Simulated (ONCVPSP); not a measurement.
## An all-electron radial function and its pseudo partner (calcium (Ca))

Columns: radius, all-electron u(r) and pseudo u(r) of the 3s shell (level -47.44 eV) of calcium in the configuration [Ne] 3s2 3p6 4s1.75 4p0.25; PBE, scalar-relativistic, ONCV scheme, ONCVPSP 4.0.1.

```json
{"r (bohr)": "0.120", "all-electron": "-0.1212", "pseudo": "0.1671"}
{"r (bohr)": "0.240", "all-electron": "-0.5317", "pseudo": "0.3295"}
{"r (bohr)": "0.360", "all-electron": "-0.3233", "pseudo": "0.4830"}
{"r (bohr)": "0.480", "all-electron": "0.1100", "pseudo": "0.6234"}
{"r (bohr)": "0.600", "all-electron": "0.5158", "pseudo": "0.7451"}
{"r (bohr)": "0.720", "all-electron": "0.8057", "pseudo": "0.8414"}
{"r (bohr)": "0.840", "all-electron": "0.9710", "pseudo": "0.9065"}
{"r (bohr)": "0.960", "all-electron": "1.0328", "pseudo": "0.9378"}
{"r (bohr)": "1.080", "all-electron": "1.0203", "pseudo": "0.9363"}
{"r (bohr)": "1.200", "all-electron": "0.9604", "pseudo": "0.9047"}
{"r (bohr)": "1.320", "all-electron": "0.8742", "pseudo": "0.8465"}
{"r (bohr)": "1.440", "all-electron": "0.7767", "pseudo": "0.7674"}
{"r (bohr)": "1.560", "all-electron": "0.6777", "pseudo": "0.6761"}
{"r (bohr)": "1.680", "all-electron": "0.5831", "pseudo": "0.5830"}
{"r (bohr)": "1.800", "all-electron": "0.4963", "pseudo": "0.4963"}
{"r (bohr)": "1.920", "all-electron": "0.4189", "pseudo": "0.4188"}
{"r (bohr)": "2.040", "all-electron": "0.3511", "pseudo": "0.3510"}
{"r (bohr)": "2.160", "all-electron": "0.2926", "pseudo": "0.2925"}
{"r (bohr)": "2.280", "all-electron": "0.2427", "pseudo": "0.2427"}
{"r (bohr)": "2.400", "all-electron": "0.2005", "pseudo": "0.2005"}
{"r (bohr)": "2.520", "all-electron": "0.1652", "pseudo": "0.1652"}
{"r (bohr)": "2.640", "all-electron": "0.1357", "pseudo": "0.1357"}
{"r (bohr)": "2.760", "all-electron": "0.1113", "pseudo": "0.1112"}
{"r (bohr)": "2.880", "all-electron": "0.0911", "pseudo": "0.0911"}
{"r (bohr)": "3.000", "all-electron": "0.0744", "pseudo": "0.0744"}
{"r (bohr)": "3.120", "all-electron": "0.0608", "pseudo": "0.0608"}
```

Question: How many radial nodes do the two functions have?

Answer: The all-electron 3s function has n − l − 1 = 2 (the table is too coarse to show those close to the nucleus); the pseudo-wave has 0, since the states of the same l below it are removed with the core.

Question: At about which radius was the pseudo-wave matched?

Answer: 1.75 bohr, where the columns begin to agree (steps of 0.12 bohr).

Question: Where does each function peak?

Answer: Outermost all-electron maximum near 0.96 bohr, pseudo maximum near 0.96 bohr (to the table’s step).

Question: Is the pseudo-wave norm-conserving?

Answer: Yes: the ONCV scheme keeps the norm inside the radius equal to the all-electron one, which fixes the energy derivative of the logarithmic derivative at the level.
